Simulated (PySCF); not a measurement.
A structure optimised at PBE0-D3(BJ)/def2-TZVP, used in a PySCF frequency run:

```
Si
H 1 1.4908
H 1 1.4908 2 107.33
H 1 1.4908 2 107.33 3 115.09
Be 1 2.1740 2 111.54 4 122.45
Cl 5 1.8028 2 153.00 1 -180.00
```
Charge 0, spin multiplicity 1.

### Question
Write its SMILES, formula and point group.

### Answer
[SiH3][Be][Cl], BeClH₃Si, C3v

### Question
What are its rotational constants (standard atomic weights)?

### Answer
86.916, 1.8521, 1.8521 GHz
